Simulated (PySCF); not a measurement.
System: isotetrasilanyl anion, Si$_{4}$H$_{9}$, net charge -1, singlet state. It need not be the lowest isomer of its formula. SMILES: [SiH3][Si-]([SiH3])[SiH3]
Coordinates optimised at B3LYP-D3(BJ)/def2-TZVP (Ansatz):
```xyz
13

Si    -0.2304     1.8849     0.6020
Si    -0.1374     0.1795    -1.0241
Si     1.8446    -0.7397    -0.1363
Si    -1.5218    -1.2660     0.2232
H      0.7726     2.9724     0.3497
H     -0.0222     1.5416     2.0485
H     -1.5442     2.6102     0.5972
H      3.0550     0.0855    -0.4624
H      2.1662    -2.0830    -0.7232
H      1.9591    -0.9645     1.3434
H     -1.2554    -1.4670     1.6868
H     -1.5367    -2.6619    -0.3277
H     -2.9647    -0.8556     0.1805
```
Charge -1, spin multiplicity 1.

Dispersion corrections to the total energy (kcal/mol) from the dftd3 and dftd4 libraries through PySCF: D3(BJ) without and D4 with the three-body term, each with the damping fitted for the functional named.

| functional | D3(BJ) | D4 |
|---|---|---|
| PBE | -8.99 | -10.54 |
| LC-wPBE | -10.00 | -11.91 |
| HF | (withheld) | -31.65 |
| B2GP-PLYP | -10.24 | -4.67 |
| HSE06 | (withheld) | -8.67 |
| CAM-B3LYP | -8.85 | (withheld) |
| B3LYP | -17.22 | -17.05 |

**Question.** Complete the blanks.

**Answer.** 
- HF, D3(BJ): -63.11
- HSE06, D3(BJ): -7.55
- CAM-B3LYP, D4: -9.53
